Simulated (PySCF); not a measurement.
## Peak assignment

Mapped SMILES: `[CH3:1][C@@H:2]1[C@H:3]([SiH3:4])[P@@:5]1(=[O:6])[C:7]([F:8])([F:9])[F:10]`. Each H is labelled by its parent atom.

A single conformation, one averaged value for each set of equivalent atoms, no relativistic terms, gas phase. σ from GIAO-CAM-B3LYP/pcSseg-1; geometry: PBE0-D3(BJ)/def2-SVP; PySCF 2.14.

Referencing at the same level of theory: 13C (182.45 ppm), 1H (31.33 ppm) vs TMS.

Q: Assign these signals to the numbered atoms. 13C{1H} NMR (computed): δ 130.9 (C), 20.3 (CH), 9.3 (CH3), 8.3 (CH).

A: 
```tsv
δ (ppm)	atoms	environment	reason
130.9	C7	CF3 carbon	3 electronegative neighbours deshield it
20.3	C2	three-membered-ring carbon	carbons of three-membered rings are unusually shielded
9.3	C1	methyl carbon	a saturated carbon with 1 carbon neighbour and no heteroatom attached
8.3	C3	three-membered-ring carbon	carbons of three-membered rings are unusually shielded
```

C1 and C3 lie closer than the usual error of such a calculation, so a measured spectrum could show them in the other order.

Q: Assign these signals to the numbered atoms. 1H NMR (400 MHz, computed): δ 4.07 (m, 3H), 1.71 (m, 1H), 1.51 (m, 3H), 1.05 (m, 1H).

A: 
4.07 → H(Si4), hydrogen on a silicon bonded to C
1.71 → H(C2), hydrogen on a three-membered-ring carbon
1.51 → H(C1), hydrogen on a methyl carbon
1.05 → H(C3), hydrogen on a three-membered-ring carbon: cyclopropane-type protons are shielded by the ring

Splittings by 19F and 31P in the carbon and heteronuclear signals aren't shown, as no couplings were computed. Shifts are as computed, not scaled to solution data. Of 1313 compounds with measured shifts, 239 miss one by over three times the rms of a fit or turn the order of signals round; such compounds aren't used in these exercises. Multiplicities follow the n + 1 count of equivalent neighbours, as no J values were calculated; m marks all less simple cases, F and P coupling included.
